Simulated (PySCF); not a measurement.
# Correlation energy of Nb(3+) (niobium, charge +3)

[Kr] 4d2, high-spin 3F determinant. Computed with PySCF 2.14 in x2c-TZVPPall, with scalar relativity by spin-free X2C-1e. Frozen: [Ar] 3d10; 10 electrons correlated.

```tsv
level	correlation energy (mhartree)
CCSD	-235.36
(T)	-4.33
CCSD(T)	-239.69
```

Diagnostics: T1 = 0.0039, D1 = 0.0088, largest double amplitude 0.025.

Task: Is a single reference adequate?

Result: Yes, within this model without spin-orbit coupling: T1 lies below 0.03 and no double amplitude reaches 0.07.

This basis was not built for core-valence correlation, so the inner-shell part is incomplete.
